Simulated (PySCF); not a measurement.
PySCF job for CF₃, SMILES F[C-](F)F, charge -1, C-PCM-PBE0/def2-SVPD. Coordinates come from a ωB97X-D3(BJ)/def2-SVPD optimisation.

```python
import numpy as np
from pyscf import gto, scf, dft
from pyscf.solvent import pcm

mol = gto.M(
    atom='''
    C     0.00000000    0.00000000   -0.54950683
    F     1.09315248    0.63113188    0.12211263
    F    -1.09315248    0.63113188    0.12211263
    F    -0.00000000   -1.26226377    0.12211263
    ''',
    basis='def2-SVPD',
    charge=-1,
    spin=0,
    max_memory=1600,
    verbose=3,
)
mf = dft.RKS(mol, xc='pbe0').density_fit(auxbasis='def2-universal-jkfit')
mf.grids.level = 3
mf.conv_tol = 1e-9
mf.max_cycle = 100
mf.kernel()
res = {}
for name, eps in {'water': 78.355, 'acetone': 20.493, 'acetonitrile': 35.688}.items():
    s = mf.PCM()
    s.with_solvent.method, s.with_solvent.eps, s.with_solvent.lebedev_order = 'C-PCM', eps, 29
    s.kernel(mf.make_rdm1())
    res[name] = (s.e_tot, eps, s.dip_moment(), s.mo_energy, s.converged)
    print(f'{name}: electrostatic solvation free energy {(s.e_tot - mf.e_tot) * 627.509474:.3f} kcal/mol')
```

Log of the run:

```
converged SCF energy = -337.05872388852

WARN: PCM is an experimental feature. It is still in testing.
Features and APIs may be changed in the future.

converged SCF energy = -337.159014294979

WARN: System has nonzero charge -1; the dipole moment is origin-dependent.
Location of origin: [0. 0. 0.]

Dipole moment(X, Y, Z, Debye): -0.00000, -0.00003,  1.52376
water: electrostatic solvation free energy -62.933 kcal/mol

WARN: PCM is an experimental feature. It is still in testing.
Features and APIs may be changed in the future.

converged SCF energy = -337.155327539697

WARN: System has nonzero charge -1; the dipole moment is origin-dependent.
Location of origin: [0. 0. 0.]

Dipole moment(X, Y, Z, Debye):  0.00000, -0.00003,  1.51436
acetone: electrostatic solvation free energy -60.620 kcal/mol

WARN: PCM is an experimental feature. It is still in testing.
Features and APIs may be changed in the future.

converged SCF energy = -337.157452970274

WARN: System has nonzero charge -1; the dipole moment is origin-dependent.
Location of origin: [0. 0. 0.]

Dipole moment(X, Y, Z, Debye): -0.00000, -0.00003,  1.51976
acetonitrile: electrostatic solvation free energy -61.953 kcal/mol
```

The calculation finished and met its thresholds.

Cost: roughly 22 core-seconds.
